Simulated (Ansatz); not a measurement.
The cluster Si₅O₄. Total charge 0; singlet. Geometry PBE-D4/def2-SVP.

```csv
atom,x (Å),y (Å),z (Å)
Si1,-1.1073,-1.0889,0.9862
Si2,-2.1250,0.6623,-1.7091
Si3,-0.1733,2.5107,-1.2676
Si4,1.7480,-1.8699,0.0204
Si5,0.8627,0.7631,1.4215
O6,1.9768,-0.3104,0.6635
O7,-1.6599,-0.2603,-0.4271
O8,0.3981,1.7011,0.0472
O9,0.0799,-2.1076,0.2651
```

The restricted singlet is unstable towards broken spin symmetry at other levels; at PBE-D4/def2-TZVP, r2SCAN-D4/def2-TZVP, r2SCANh-D4/def2-TZVP, PBE0-D4/def2-SVP and others this wasn't settled. The geometry of the singlet was relaxed on an unsound state (restricted singlet, unstable towards broken spin symmetry at other levels and untested here). Another isomer (singlet) lies 0.84 eV lower at PBE0-D4/def2-TZVP; other spin states weren't run for this one.

**Question.** Estimate the orbital energies around the gap (eV) in Ansatz with PBE-D4/def2-TZVP, r2SCAN-D4/def2-TZVP, r2SCANh-D4/def2-TZVP, PBE0-D4/def2-SVP, PBE0-D4/def2-TZVP.

**Answer.** 
```json
{"orbital": "HOMO−9", "PBE-D4/def2-TZVP": "-9.52", "r2SCAN-D4/def2-TZVP": "-9.92", "r2SCANh-D4/def2-TZVP": "-10.43", "PBE0-D4/def2-SVP": "-10.96", "PBE0-D4/def2-TZVP": "-10.94"}
{"orbital": "HOMO−8", "PBE-D4/def2-TZVP": "-8.90", "r2SCAN-D4/def2-TZVP": "-9.33", "r2SCANh-D4/def2-TZVP": "-9.91", "PBE0-D4/def2-SVP": "-10.51", "PBE0-D4/def2-TZVP": "-10.47"}
{"orbital": "HOMO−7", "PBE-D4/def2-TZVP": "-8.71", "r2SCAN-D4/def2-TZVP": "-9.13", "r2SCANh-D4/def2-TZVP": "-9.70", "PBE0-D4/def2-SVP": "-10.25", "PBE0-D4/def2-TZVP": "-10.28"}
{"orbital": "HOMO−6", "PBE-D4/def2-TZVP": "-8.05", "r2SCAN-D4/def2-TZVP": "-8.42", "r2SCANh-D4/def2-TZVP": "-8.98", "PBE0-D4/def2-SVP": "-9.49", "PBE0-D4/def2-TZVP": "-9.57"}
{"orbital": "HOMO−5", "PBE-D4/def2-TZVP": "-7.93", "r2SCAN-D4/def2-TZVP": "-8.32", "r2SCANh-D4/def2-TZVP": "-8.89", "PBE0-D4/def2-SVP": "-9.38", "PBE0-D4/def2-TZVP": "-9.49"}
{"orbital": "HOMO−4", "PBE-D4/def2-TZVP": "-7.63", "r2SCAN-D4/def2-TZVP": "-7.95", "r2SCANh-D4/def2-TZVP": "-8.39", "PBE0-D4/def2-SVP": "-8.85", "PBE0-D4/def2-TZVP": "-8.86"}
{"orbital": "HOMO−3", "PBE-D4/def2-TZVP": "-7.52", "r2SCAN-D4/def2-TZVP": "-7.84", "r2SCANh-D4/def2-TZVP": "-8.30", "PBE0-D4/def2-SVP": "-8.78", "PBE0-D4/def2-TZVP": "-8.82"}
{"orbital": "HOMO−2", "PBE-D4/def2-TZVP": "-6.15", "r2SCAN-D4/def2-TZVP": "-6.36", "r2SCANh-D4/def2-TZVP": "-6.75", "PBE0-D4/def2-SVP": "-7.13", "PBE0-D4/def2-TZVP": "-7.23"}
{"orbital": "HOMO−1", "PBE-D4/def2-TZVP": "-5.72", "r2SCAN-D4/def2-TZVP": "-5.90", "r2SCANh-D4/def2-TZVP": "-6.27", "PBE0-D4/def2-SVP": "-6.67", "PBE0-D4/def2-TZVP": "-6.73"}
{"orbital": "HOMO", "PBE-D4/def2-TZVP": "-4.70", "r2SCAN-D4/def2-TZVP": "-4.84", "r2SCANh-D4/def2-TZVP": "-5.07", "PBE0-D4/def2-SVP": "-5.38", "PBE0-D4/def2-TZVP": "-5.35"}
{"orbital": "LUMO", "PBE-D4/def2-TZVP": "-4.26", "r2SCAN-D4/def2-TZVP": "-4.25", "r2SCANh-D4/def2-TZVP": "-3.92", "PBE0-D4/def2-SVP": "-3.39", "PBE0-D4/def2-TZVP": "-3.42"}
{"orbital": "LUMO+1", "PBE-D4/def2-TZVP": "-3.43", "r2SCAN-D4/def2-TZVP": "-3.49", "r2SCANh-D4/def2-TZVP": "-3.29", "PBE0-D4/def2-SVP": "-2.86", "PBE0-D4/def2-TZVP": "-2.96"}
{"orbital": "LUMO+2", "PBE-D4/def2-TZVP": "-2.77", "r2SCAN-D4/def2-TZVP": "-2.66", "r2SCANh-D4/def2-TZVP": "-2.30", "PBE0-D4/def2-SVP": "-1.80", "PBE0-D4/def2-TZVP": "-1.82"}
{"orbital": "LUMO+3", "PBE-D4/def2-TZVP": "-2.32", "r2SCAN-D4/def2-TZVP": "-2.23", "r2SCANh-D4/def2-TZVP": "-1.91", "PBE0-D4/def2-SVP": "-1.36", "PBE0-D4/def2-TZVP": "-1.49"}
{"orbital": "LUMO+4", "PBE-D4/def2-TZVP": "-1.50", "r2SCAN-D4/def2-TZVP": "-1.27", "r2SCANh-D4/def2-TZVP": "-0.98", "PBE0-D4/def2-SVP": "-0.23", "PBE0-D4/def2-TZVP": "-0.67"}
{"orbital": "LUMO+5", "PBE-D4/def2-TZVP": "-0.84", "r2SCAN-D4/def2-TZVP": "-0.63", "r2SCANh-D4/def2-TZVP": "-0.33", "PBE0-D4/def2-SVP": "0.10", "PBE0-D4/def2-TZVP": "-0.02"}
```
